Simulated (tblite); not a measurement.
C2H6AlF, singlet, geometry from GFN2-xTB (such geometries of metal compounds can be far from the true shape); IPEA1-xTB (tblite).

Here is a job for tblite.
```
$ tblite run mol.xyz --method ipea1 --charge 0 --spin 0 --json tblite.json --no-restart

# file mol.xyz
10

Al    -0.01873622     0.01128456    -0.01949987
C      1.82868265    -0.13941676    -0.74158589
H      2.23712794    -1.14909666    -0.65766910
H      2.53495403     0.51967783    -0.23045799
H      1.84292245     0.13399660    -1.80155726
C     -0.74425394    -0.52313267     1.75297945
H     -1.55785866    -1.24709688     1.64474875
H     -1.17283915     0.33536843     2.27920618
H      0.00348516    -0.96852525     2.41114294
F     -1.12786591     0.68936370    -1.05114186
```

What the program printed (banner, timings and long lists left out):

```
xTB calculator
 | screened Coulomb repulsion
 | Coulomb electrostatics
 |  * isotropic Klopman-Ohno-Mataga-Nishimoto electrostatics
 |  * onsite third-order electrostatics
 | DFT-D3(BJ) dispersion correction

halogen bonding energy    0.0000000000000E+00 Eh
repulsion energy          1.6630811846022E-01 Eh
dispersion energy        -2.2701598285303E-03 Eh
number of electrons       2.4000000000000E+01 e
integral cutoff           4.0000000000000E+01 bohr

------------------------------------------------------------
  cycle        total energy    energy error   density error
------------------------------------------------------------
      1     -14.85666685948  -1.5020705E+01   5.1157306E-01
      2     -14.95055840469  -9.3891545E-02   2.4421321E-01
      3     -14.93669011886   1.3868286E-02   1.6431155E-01
      4     -14.97010810271  -3.3417984E-02   1.6078276E-02
      5     -14.97113463501  -1.0265323E-03   2.9856709E-03
      6     -14.97115690331  -2.2268299E-05   1.5485079E-03
      7     -14.97116656968  -9.6663695E-06   2.7610866E-04
      8     -14.97116677505  -2.0536845E-07   2.1495120E-04
      9     -14.97116690357  -1.2852255E-07   4.5996158E-06
------------------------------------------------------------

electronic energy        -1.5135204862205E+01 Eh
total energy             -1.4971166903573E+01 Eh

Post processing:
 | Mayer-Wiberg bond orders

[Info] JSON dump of results written to 'tblite.json'
```
